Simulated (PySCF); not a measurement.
F$_{3}$Ga, charge -1, doublet, at a GFN2-xTB geometry (such geometries of metal compounds can be far from the true shape) (a state made from the parent by changing its charge; the spin is typed, not shown lowest) (a gas-phase anion, which may not be bound at this level); CASSCF(5,5)/cc-pVDZ (PySCF).

The PySCF input:
```python
from pyscf import gto, scf, mcscf
import numpy

mol = gto.M(
    atom='''
Ga   -0.00000000   -0.00000000    0.00000000
F    -1.68218452   -1.08105405    0.08047305
F    -0.02702126    1.83493895   -0.79822767
F     1.70920578   -0.75388490    0.71775462
''',
    basis='cc-pvdz',
    charge=-1,
    spin=1,
    verbose=4,
)

mf = scf.ROHF(mol)
mf.kernel()
mc = mcscf.CASSCF(mf, 5, 5)
mc.kernel()
occ = numpy.linalg.eigvalsh(mc.fcisolver.make_rdm1(mc.ci, mc.ncas, mc.nelecas))[::-1]
ss = mc.fcisolver.spin_square(mc.ci, mc.ncas, mc.nelecas)[0]
print('natural occupations', occ.round(4), ' <S^2>', round(ss, 4))
```

Output, abridged:

```
PySCF version 2.14.0

[INPUT] verbose = 4
[INPUT] num. atoms = 4
[INPUT] num. electrons = 59
[INPUT] charge = -1
[INPUT] spin (= nelec alpha-beta = 2S) = 1
[INPUT] symmetry False subgroup None
[INPUT] Mole.unit = angstrom
[INPUT] Symbol           X                Y                Z      unit          X                Y                Z       unit  Magmom
[...]
nuclear repulsion = 258.423228108486
number of shells = 21
number of NR pGTOs = 155
number of NR cGTOs = 69
basis = cc-pvdz
ecp = {}

******** <class 'pyscf.scf.rohf.ROHF'> ********
method = ROHF
initial guess = minao
damping factor = 0
level_shift factor = 0
DIIS = <class 'pyscf.scf.diis.CDIIS'>
diis_start_cycle = 1
diis_space = 8
diis_damp = 0
SCF conv_tol = 1e-09
SCF conv_tol_grad = None
SCF max_cycles = 50
direct_scf = True
direct_scf_tol = 1e-13
num. doubly occ = 29  num. singly occ = 1
Set gradient conv threshold to 3.16228e-05
init E= -2220.28971978686
[...]
cycle= 1 E= -2221.46465402972  delta_E= -1.17  |g|= 0.961  |ddm|= 1.03
[...]
cycle= 2 E= -2221.54313930358  delta_E= -0.0785  |g|= 0.719  |ddm|= 0.654
[...]
cycle= 3 E= -2221.62987368155  delta_E= -0.0867  |g|= 0.0227  |ddm|= 0.28
[...]
cycle= 4 E= -2221.63028303112  delta_E= -0.000409  |g|= 0.00373  |ddm|= 0.0335
[...]
cycle= 5 E= -2221.63029852672  delta_E= -1.55e-05  |g|= 0.000748  |ddm|= 0.00704
[...]
cycle= 6 E= -2221.63029888721  delta_E= -3.6e-07  |g|= 0.000217  |ddm|= 0.001
[...]
cycle= 7 E= -2221.63029892993  delta_E= -4.27e-08  |g|= 4.5e-05  |ddm|= 0.000461
[...]
cycle= 8 E= -2221.63029893161  delta_E= -1.68e-09  |g|= 6.68e-06  |ddm|= 8.24e-05
[...]
cycle= 9 E= -2221.63029893166  delta_E= -4.64e-11  |g|= 1.16e-06  |ddm|= 8.78e-06
[...]
Extra cycle  E= -2221.63029893165  delta_E= 5.46e-12  |g|= 4.49e-07  |ddm|= 1.45e-06
converged SCF energy = -2221.63029893165

******** <class 'pyscf.mcscf.mc1step.CASSCF'> ********
CAS (3e+2e, 5o), ncore = 27, nvir = 37
max_cycle_macro = 50
max_cycle_micro = 4
conv_tol = 1e-07
conv_tol_grad = None
orbital rotation max_stepsize = 0.02
orbital rotation threshold for CI restart = 0.01
augmented hessian ah_max_cycle = 30
augmented hessian ah_conv_tol = 1e-12
augmented hessian ah_linear dependence = 1e-14
augmented hessian ah_level shift = 1e-08
augmented hessian ah_start_tol = 2.5
augmented hessian ah_start_cycle = 3
augmented hessian ah_grad_trust_region = 3
kf_trust_region = 3
kf_interval = 4
ci_response_space = 4
ci_grad_trust_region = 3
with_dep4 0
natorb = False
canonicalization = True
[...]
CASCI E = -2221.63096805340  S^2 = 0.7500000
[...]
macro iter   3 ( 21 JK    4 micro), CASSCF E = -2221.65619988738  dE = -1.51791250e-02  S^2 = 0.7500000
               |grad[o]|=0.0237  |grad[c]|=0.0371  |ddm|=0.014  |maxRot[o]|=0.178
macro iter   4 ( 21 JK    4 micro), CASSCF E = -2221.66632070876  dE = -1.01208214e-02  S^2 = 0.7500000
               |grad[o]|=0.0278  |grad[c]|=0.0168  |ddm|=0.0216  |maxRot[o]|=0.132
macro iter   5 ( 21 JK    4 micro), CASSCF E = -2221.67326027387  dE = -6.93956511e-03  S^2 = 0.7500000
               |grad[o]|=0.0226  |grad[c]|=0.0368  |ddm|=0.0282  |maxRot[o]|=0.158
macro iter   6 ( 21 JK    4 micro), CASSCF E = -2221.67725758991  dE = -3.99731605e-03  S^2 = 0.7500000
               |grad[o]|=0.0201  |grad[c]|=0.0274  |ddm|=0.0218  |maxRot[o]|=0.124
macro iter   7 ( 12 JK    3 micro), CASSCF E = -2221.68052584139  dE = -3.26825147e-03  S^2 = 0.7500000
               |grad[o]|=0.018  |grad[c]|=0.0472  |ddm|=0.024  |maxRot[o]|=0.149
macro iter   8 ( 12 JK    3 micro), CASSCF E = -2221.68223970179  dE = -1.71386040e-03  S^2 = 0.7500000
               |grad[o]|=0.0129  |grad[c]|=0.0549  |ddm|=0.0335  |maxRot[o]|=0.148
macro iter   9 ( 19 JK    4 micro), CASSCF E = -2221.68288319140  dE = -6.43489612e-04  S^2 = 0.7500000
               |grad[o]|=0.00847  |grad[c]|=0.00588  |ddm|=0.00256  |maxRot[o]|=0.0518
macro iter  10 ( 17 JK    4 micro), CASSCF E = -2221.68291651974  dE = -3.33283447e-05  S^2 = 0.7500000
               |grad[o]|=0.00239  |grad[c]|=0.00109  |ddm|=0.00112  |maxRot[o]|=0.0162
macro iter  11 ( 17 JK    4 micro), CASSCF E = -2221.68292159261  dE = -5.07286677e-06  S^2 = 0.7500000
               |grad[o]|=0.00075  |grad[c]|=0.00105  |ddm|=0.000778  |maxRot[o]|=0.0154
macro iter  12 ( 13 JK    3 micro), CASSCF E = -2221.68292229129  dE = -6.98684289e-07  S^2 = 0.7500000
               |grad[o]|=0.000501  |grad[c]|=5.47e-05  |ddm|=0.000277  |maxRot[o]|=0.00377
macro iter  13 (  5 JK    1 micro), CASSCF E = -2221.68292229862  dE = -7.32870831e-09  S^2 = 0.7500000
               |grad[o]|=4.64e-05  |grad[c]|=2.68e-05  |ddm|=3.46e-05  |maxRot[o]|=0.000436
1-step CASSCF converged in  13 macro (212 JK  45 micro) steps
CASSCF canonicalization
Density matrix diagonal elements [1.98220388 1.97743062 1.00415066 0.01771676 0.01849808]
CASSCF energy = -2221.68292229862
CASCI E = -2221.68292229862  E(CI) = -7.24755404380721  S^2 = 0.7500000
natural occupations [1.9828 1.9795 1.0025 0.0181 0.0171]  <S^2> 0.75
```
